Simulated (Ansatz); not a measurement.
Basis-set extrapolation for H$_{7}$N$_{2}$PSi$_{2}$ (PBE0-D4/def2-TZVP geometry, frozen core, Ansatz 0.2.0). Multiplicity 1, RHF reference.

```
                       def2-TZVPP    def2-QZVPP
                 HF  -1031.681456  -1031.714732
    MP2 correlation     -0.817803     -0.878139
CCSD(T) correlation     -0.913573       not run
```

Energies in hartree. Use E(X) = E(∞) + A·exp(−7.88·√X) for Hartree–Fock and E(X) = E(∞) + B·X^(−2.97) for correlation, with X = 3 and 4, and add CCSD(T) minus MP2 of the smaller set to the MP2 limit.

What is the CCSD(T) energy at the basis-set limit?

HF limit: -1031.714732 + (-0.033276) × 0.13774 = -1031.71932. MP2 limit: -0.878139 + (-0.060336) × 0.74074 = -0.92283. Higher-order term: -0.913573 − (-0.817803) = -0.09577. Total: -1032.73792 hartree, 89.7 kcal/mol below CCSD(T)/def2-TZVPP.
